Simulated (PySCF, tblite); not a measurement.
Isomers of C7H13F3. Level: GFN2-xTB in tblite, geometry and Hessian alike; calculated harmonic values, unscaled, isolated species. Errors from tens to a few hundred cm⁻¹ against measured bands are possible. One conformer each.

Electronic energies: PBE0/pcSseg-1 single points on the GFN2-xTB geometries (PySCF, gas phase).

| SMILES | electronic energy, lowest = 0 (kcal/mol) |
| --- | --- |
| CCCC[C@H](C)C(F)(F)F | 0.0 |
| CC(C)[C@@H](C)CC(F)(F)F | 1.9 |
| CC(C)(F)C[C@](C)(F)CF | 14.3 |

**Question.** How do GFN2-xTB zero-point energies change the relative energies?

**Answer.** 
```
                 SMILES  ZPE (kcal/mol)  of it from modes above 1550 cm⁻¹  electronic (kcal/mol)  with ZPE, lowest = 0 (kcal/mol)  lowest mode (cm⁻¹)  rings
   CCCC[C@H](C)C(F)(F)F           119.8                              55.9                    0.0                              0.0                  42      0
CC(C)[C@@H](C)CC(F)(F)F           119.8                              56.2                    1.9                              1.9                  36      0
  CC(C)(F)C[C@](C)(F)CF           118.7                              56.3                   14.3                             13.2                  62      0
```

The zero-point energies span 1.1 kcal/mol, from `CC(C)(F)C[C@](C)(F)CF` to `CCCC[C@H](C)C(F)(F)F`. The order is unchanged.

**Question.** And how do the electronic energies of GFN2-xTB itself compare?

**Answer.** `CCCC[C@H](C)C(F)(F)F` 0.0; `CC(C)[C@@H](C)CC(F)(F)F` 1.1; `CC(C)(F)C[C@](C)(F)CF` 5.1 kcal/mol, lowest = 0. Against the energies above, taken from the same isomer `CCCC[C@H](C)C(F)(F)F`, the largest difference is 9.2 kcal/mol.

**Question.** What do entropy and thermal enthalpy add at 298.15 K and 1 bar (rigid rotor, harmonic oscillator, one conformer each)?

**Answer.** 
```tsv
SMILES	point group	symmetry number	S (cal/(mol K))	H − H(0) (kcal/mol)	ZPE + H − H(0) − TS (kcal/mol)
CCCC[C@H](C)C(F)(F)F	C1	1	108.9	8.07	95.4
CC(C)[C@@H](C)CC(F)(F)F	C1	1	106.6	7.94	96.0
CC(C)(F)C[C@](C)(F)CF	C1	1	106.5	8.16	95.1
```
